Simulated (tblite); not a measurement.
Computed with GFN2-xTB (tblite): harmonic, unscaled wavenumbers at the GFN2-xTB geometry, gas phase. Against measured fundamentals such values can be off by several per cent, at times by over 20. Modes of hydrogen on germanium and silicon can be 10 to 20 % off. One conformer each. Thermal functions are those of the rigid rotor and harmonic oscillator, without mixing of conformers.

Question: Order these by their ideal-gas entropy at 298.15 K and 1 bar, highest first (cal/(mol K)).
A. `N#CC1=C[C@@H](C#N)C[SiH2]1`
B. `C=C/C(C#N)=C\[SiH2]C#N`
C. `F[SiH2]N[C@@H]1CC[C@@H]1C1CC1`
D. `C=C([CH2][GeH3])C1CC1`

Answer: C (107.9), B (103.7), D (97.0), A (95.8).

```json
{"SMILES": "F[SiH2]N[C@@H]1CC[C@@H]1C1CC1", "atoms": "24", "mass (u)": "159.09", "symmetry number": "1", "modes under 300 cm⁻¹": "9", "ZPE (kcal/mol)": "123.4", "S translation (cal/(mol K))": "41.1", "S rotation": "30.5", "S vibration": "36.3", "S": "107.9", "Cp": "44.9"}
{"SMILES": "C=C/C(C#N)=C\\[SiH2]C#N", "atoms": "15", "mass (u)": "134.03", "symmetry number": "1", "modes under 300 cm⁻¹": "9", "ZPE (kcal/mol)": "60.8", "S translation (cal/(mol K))": "40.6", "S rotation": "29.9", "S vibration": "33.2", "S": "103.7", "Cp": "39.6"}
{"SMILES": "C=C([CH2][GeH3])C1CC1", "atoms": "19", "mass (u)": "158.02", "symmetry number": "1", "modes under 300 cm⁻¹": "6", "ZPE (kcal/mol)": "95.6", "S translation (cal/(mol K))": "41.1", "S rotation": "29.3", "S vibration": "26.5", "S": "97.0", "Cp": "36.6"}
{"SMILES": "N#CC1=C[C@@H](C#N)C[SiH2]1", "atoms": "15", "mass (u)": "134.03", "symmetry number": "1", "modes under 300 cm⁻¹": "5", "ZPE (kcal/mol)": "62.8", "S translation (cal/(mol K))": "40.6", "S rotation": "29.6", "S vibration": "25.6", "S": "95.8", "Cp": "36.4"}
```

Entropies and Cp are for 298.15 K and 1 bar.
